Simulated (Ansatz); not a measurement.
`FC[NH][AlH2]`, relaxed with RKS PBE-D4/def2-SVP in the Gaussian-basis code of Ansatz from a rough embedded geometry. The force threshold is 0.03 eV/Å; the program also tests the step.

Charge 0, multiplicity 1.

Start:

```xyz
9

F    -0.426    1.525   -1.845
C    -0.447    0.399   -1.052
N     0.202    0.733    0.186
Al    0.306   -0.683    1.394
H     0.109   -0.439   -1.561
H    -1.500    0.104   -0.874
H     1.225    1.023   -0.020
H     0.987   -2.068    0.932
H    -0.456   -0.595    2.840
```

| step | energy (eV) | largest force (eV/Å) | largest move (Å) |
| --- | --- | --- | --- |
| 1 | -11905.9451 | 1.342 | 0.000 |
| 2 | -11906.1061 | 0.681 | 0.168 |
| 3 | -11906.1537 | 0.441 | 0.134 |
| 4 | -11906.1949 | 0.600 | 0.200 |
| 5 | -11906.2641 | 0.580 | 0.200 |
| 6 | -11906.2871 | 0.595 | 0.199 |
| 7 | -11906.3278 | 0.450 | 0.079 |
| 8 | -11906.4071 | 0.229 | 0.195 |
| 9 | -11906.4920 | 0.366 | 0.196 |
| 10 | -11906.5858 | 0.440 | 0.195 |
| 11 | -11906.6703 | 0.358 | 0.195 |
| 12 | -11906.7577 | 0.238 | 0.200 |
| 13 | -11906.8283 | 0.176 | 0.200 |
| 14 | -11906.8676 | 0.139 | 0.200 |
| 15 | -11906.8693 | 0.345 | 0.119 |
| 16 | -11906.8748 | 0.053 | 0.037 |
| 17 | -11906.8750 | 0.026 | 0.012 |

End:

```xyz
9

F    -0.438    1.935   -0.862
C    -0.448    0.542   -1.029
N     0.530   -0.107   -0.225
Al    0.280   -0.772    1.434
H    -0.283    0.353   -2.116
H    -1.463    0.182   -0.746
H     1.478   -0.001   -0.604
H     1.574   -1.295    2.206
H    -1.230   -0.837    1.941
```

It took 22 s on 2 threads of an Arm Neoverse V2 on a shared host, with 0.15 GiB of host memory at the peak.
